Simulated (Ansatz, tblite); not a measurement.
Spin states of Cu₂F₂ (the lowest singlet isomer of a short search), each relaxed with PBE-D4/def2-SVP in Ansatz. Electronic energies in the gas phase.

The 6-31G sets use Cartesian d functions. The xTB rows come from tblite. B3LYP takes the VWN-RPA correlation. Correlated methods freeze 20 core orbitals. Another isomer (singlet) lies 0.08 eV lower at PBE0-D4/def2-TZVP.

Singlet geometry (Cs within 0.1 Å):

```csv
atom,x (Å),y (Å),z (Å)
Cu1,0.069,0.196,-0.585
Cu2,-0.119,-0.562,1.644
F3,1.533,0.291,-1.530
F4,-1.484,0.076,0.471
```

Triplet geometry (Cs within 0.1 Å):

```
atom   x (Å)   y (Å)   z (Å)
 Cu1   0.425  -0.429  -0.017
 Cu2  -1.469   1.171   0.029
  F3   0.593  -2.167  -0.167
  F4   0.451   1.425   0.154
```

Quintet geometry (D2h within 0.1 Å):

Cartesian coordinates in Å:
```
Cu -1.3192 -0.0288 0.7001
Cu 1.3162 0.0227 -0.7059
F 0.4164 -0.9129 0.7469
F -0.4134 0.9190 -0.7412
```

⟨S²⟩: triplet 2.02 at PBE0-D4/def2-TZVP (pure 2.00), quintet 6.00 at PBE0-D4/def2-TZVP (pure 6.00).

Run but left out: HF/6-31G (singlet: restricted singlet, unstable in another Hartree–Fock run and untested here).

Only these spin states were relaxed. The quintet has other bonds than the singlet, so the gap mixes isomer and spin.

```csv
level,triplet − singlet (kJ/mol),quintet − singlet (kJ/mol),lowest of these
GFN1-xTB,167.7,632.2,singlet
PBE-D4/def2-TZVP,125.6,444.1,singlet
r2SCANh-D4/def2-TZVP,122.1,354.3,singlet
B3LYP-D4/6-31G,37.0,179.0,singlet
PBE0-D4/def2-TZVP,143.4,372.3,singlet
r2SCAN0-D4/def2-TZVP,128.2,309.5,singlet
ωB97X-V/def2-TZVP,182.2,421.0,singlet
RPA@PBE/def2-TZVP,118.0,361.9,singlet
```

Change of the quintet − singlet gap on mixing in exact exchange, in kJ/mol: PBE to PBE0 (25 % exact exchange) -71.8.

The xTB methods have no term that favours high spin, so they put low spin too low.
